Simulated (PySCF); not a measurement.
CH4STe, SMILES S[Te]C. Geometry: B3LYP-D3(BJ)/def2-SVP. The def2 effective core potentials stand for the cores of Te; spin–orbit coupling is left out. Other conformers were not sampled.

Computed equilibrium geometry at B3LYP-D3(BJ)/def2-SVP (PySCF confirms it by a frequency run) as a Z-matrix (one conformer of several):
```
C
H 1 1.0965
H 1 1.0966 2 110.99
H 1 1.1000 2 110.19 3 122.36
Te 1 2.1788 2 108.78 4 116.98
S 5 2.4406 1 96.58 2 55.29
H 6 1.3556 5 97.15 1 88.60
```
